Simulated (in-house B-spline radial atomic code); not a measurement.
# How G0W0 and RPA depend on the start: Ni⁵⁺

Configuration [Ar] 3d5, highest spin. Computed with a B-spline radial code for spherical atoms: all electrons, scalar-relativistic (spin-free one-electron X2C), finite nucleus, each spin shell either full or empty, empty states to l = 9 with an (l + 1/2)⁻⁴ tail; G0W0 by contour deformation at full frequency.

```tsv
start	mean-field 3d up (eV)	G0W0 (eV)	QP weight	RPA correlation (Eh)
Hartree-Fock	-109.18	-108.38	0.974	-1.4558
LDA VWN5	-95.10	?	?	?
PBE	-94.91	-107.73	0.952	-1.5971
PBE0	-98.74	-107.93	0.961	-1.5573
r2SCAN	-95.82	-107.73	0.957	-1.5705
HSE06	-98.26	?	?	?
B3LYP (VWN-RPA)	-97.97	-107.92	0.959	-1.5662
SCAN	-95.79	-107.66	0.957	-1.5691
TPSS	-94.87	-107.76	0.953	-1.5882
BHandHLYP	-102.39	-108.12	0.966	-1.5217
CAM-B3LYP	-99.99	-108.08	0.963	-1.5521
LC-wPBE	-100.59	-108.20	0.964	-1.5543
wB97X	-100.59	-107.94	0.965	-1.5443
PBEsol	-94.87	-107.77	0.953	-1.5977
BLYP	-94.72	-107.74	0.952	-1.5983
r2SCAN0	-99.42	-107.91	0.963	-1.5398
LDA exchange-only	-93.49	-108.00	0.950	-1.5999
```

Q: What G0W0 level, weight and RPA correlation energy follow from the LDA VWN5 start?

A: G0W0 level -107.84 eV, weight 0.953, RPA correlation -1.5997 hartree.

Q: What G0W0 level, weight and RPA correlation energy follow from the HSE06 start?

A: G0W0 level -107.93 eV, weight 0.960, RPA correlation -1.5602 hartree.

Q: How much of the dependence on the start does G0W0 remove?

A: The mean-field levels span 15.7 eV and the G0W0 levels 0.718 eV. Against 108 ± 1 eV (NIST, semi-empirical) the G0W0 removal energies are off by -0.34 to +0.38 eV, with spin-orbit coupling, Breit and QED terms left out.
